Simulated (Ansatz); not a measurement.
Cost and result for the atomization energy of C2H8FNOSn (`C[N](C)[SnH]([OH])[F]`) (14 atoms, 13 bonds).

| atom | x (Å) | y (Å) | z (Å) |
| --- | --- | --- | --- |
| C1 | -1.151 | 0.868 | 0.643 |
| N2 | -0.336 | -0.010 | -0.163 |
| C3 | -0.695 | -0.012 | -1.562 |
| Sn4 | 1.561 | -0.344 | 0.371 |
| O5 | 1.514 | -1.077 | 2.174 |
| F6 | 2.062 | -1.727 | -0.865 |
| H7 | -2.202 | 0.558 | 0.586 |
| H8 | -0.855 | 0.818 | 1.694 |
| H9 | -1.105 | 1.922 | 0.324 |
| H10 | -1.732 | -0.354 | -1.678 |
| H11 | -0.625 | 0.983 | -2.030 |
| H12 | -0.059 | -0.702 | -2.121 |
| H13 | 2.799 | 0.816 | 0.344 |
| H14 | 0.825 | -1.739 | 2.283 |

The species carries charge 0 and has multiplicity 1. Correlated methods include outer-core shells of Sn, which these sets cover unevenly. Sn takes the def2 core potential. The structure was optimised at the PBE0-D4/def2-TZVP level. It is one conformer, not always the lowest. Program: Ansatz. All runs use 2 threads of an AMD EPYC 7R13 on a shared host and a share of an NVIDIA H100 80 GB. Times are those of one run each, without the atoms' runs, and a repeat can differ threefold. Electronic energies, without spin–orbit coupling; frozen cores. CCSD(T)/CBS adds CCSD(T) − MP2 in def2-TZVPP to the MP2 limit, and its time is that of the two runs behind it. T1 = 0.013. With those shells the extrapolation isn't a true limit. B3LYP takes the VWN-RPA correlation (the form of Gaussian; ORCA's B3LYP/G).

CCSD(T)/CBS is a level of theory with its own doubt, some kJ/mol a heavy atom from the limit and from the frozen cores, so smaller differences don't rank the functionals.

| level | functions | wall time |
| --- | --- | --- |
| PBE0-D4/def2-TZVPP | 317 | 1.9 s |
| B3LYP-D4/def2-TZVPP (with forces) | 317 | 2.2 s |
| PBE-D4/def2-TZVPP (with forces) | 317 | 2.3 s |
| r2SCAN-D4/def2-TZVPP (with forces) | 317 | 2.6 s |
| ωB97X-V/def2-TZVPP | 317 | 2.7 s |
| B2PLYP/def2-TZVPP | 317 | 2.7 s |
| ωB97M-V/def2-TZVPP (with forces) | 317 | 3.6 s |
| MP2/def2-QZVPP | 607 | 3.7 s |
| CCSD(T)/def2-TZVPP | 317 | 8 s |
| CCSD(T)/CBS(def2) | – | 12 s |

Q: What atomization energy does each give, and how far from CCSD(T)/CBS? (Estimate.)

A: Ansatz gave: 
| level | atomization (kcal/mol) | difference from CCSD(T)/CBS | per bond |
| --- | --- | --- | --- |
| PBE0-D4/def2-TZVPP | 1176.4 | -12.9 | -1.0 |
| B3LYP-D4/def2-TZVPP (with forces) | 1179.3 | -10.0 | -0.8 |
| PBE-D4/def2-TZVPP (with forces) | 1204.8 | 15.5 | 1.2 |
| r2SCAN-D4/def2-TZVPP (with forces) | 1179.3 | -10.0 | -0.8 |
| ωB97X-V/def2-TZVPP | 1187.1 | -2.2 | -0.2 |
| B2PLYP/def2-TZVPP | 1166.9 | -22.4 | -1.7 |
| ωB97M-V/def2-TZVPP (with forces) | 1182.7 | -6.6 | -0.5 |
| MP2/def2-QZVPP | 1191.2 | 1.9 | 0.1 |
| CCSD(T)/def2-TZVPP | 1151.9 | -37.4 | -2.9 |
| CCSD(T)/CBS(def2) | 1189.3 | 0.0 | 0.0 |

In def2-TZVPP, CCSD(T) changes the Hartree–Fock value by +332.1 kcal/mol (the triples alone add +19.7 kcal/mol) and MP2 by +348.8 kcal/mol; breaking electron pairs costs correlation energy, which Hartree–Fock lacks. From PBE to PBE0 (25 % exact exchange), in def2-TZVPP and without D4, the atomization energy moves by −27.3 kcal/mol: exact exchange takes away binding that semilocal exchange gives to molecules. The D4 term adds +11.5 kcal/mol with B3LYP and +6.1 kcal/mol with PBE0; it sums over pairs of atoms, weighted by their polarisabilities, and B3LYP, whose exchange is more repulsive, gets the larger term.

Spin–orbit coupling would lower the free Sn atoms strongly, and the atomization energy with them, by more than many differences here. For some Ge, Se and Sn compounds the MP2-based and the directly extrapolated limit differ by 10 to 25 kJ/mol.
